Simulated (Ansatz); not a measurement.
This geometry of C₂H₆AlFO₂ (12 atoms, charge 0, multiplicity 1) is a first-order saddle point.

All numbers below come from Ansatz, RKS CAM-B3LYP-D4/def2-SVP.

```xyz
12
Properties=species:S:1:pos:R:3
C 0.971 -0.038 1.285
O 0.299 -0.180 0.038
C -1.063 -0.718 -0.051
F -1.757 -0.160 0.981
O -1.450 -0.323 -1.237
Al -0.039 0.733 -1.690
H 1.942 -0.548 1.228
H 0.358 -0.481 2.078
H 1.118 1.029 1.503
H -1.035 -1.808 0.130
H 0.900 0.155 -2.818
H -0.167 2.283 -1.413
```

Which two structures does it join? (They come from a converged band through this point; their orientation in space is the band's.)

No bond is made or broken. The dihedral H8–C1–O2–C3 goes from -58 to 63°. The two ends are copies of one structure, up to a mirror image or an exchange of like atoms.

Initial state:

```xyz
12
Properties=species:S:1:pos:R:3
C 0.968 -0.019 1.290
O 0.298 -0.156 0.046
C -1.061 -0.694 -0.016
F -1.756 -0.086 0.986
O -1.450 -0.358 -1.221
Al -0.047 0.685 -1.722
H 1.114 -1.011 1.743
H 0.387 0.621 1.968
H 1.945 0.434 1.085
H -1.033 -1.776 0.218
H 0.908 0.057 -2.809
H -0.196 2.246 -1.534
```

Final state:

```xyz
12
Properties=species:S:1:pos:R:3
C 0.967 -0.063 1.289
O 0.277 -0.194 0.055
C -1.140 -0.554 0.025
F -1.742 0.200 0.987
O -1.492 -0.242 -1.199
Al 0.029 0.582 -1.760
H 1.996 0.235 1.055
H 0.979 -1.032 1.810
H 0.484 0.696 1.918
H -1.252 -1.613 0.324
H 0.886 -0.226 -2.811
H 0.085 2.157 -1.660
```

How far does it lie above each of them?

0.8 kcal/mol above the first and 0.8 kcal/mol above the second. This is the barrier of this one path; another mechanism may lie lower.

Run time: 6.4 min on 2 threads of Arm Neoverse V1, with other jobs on the host, peak memory 0.35 GiB.
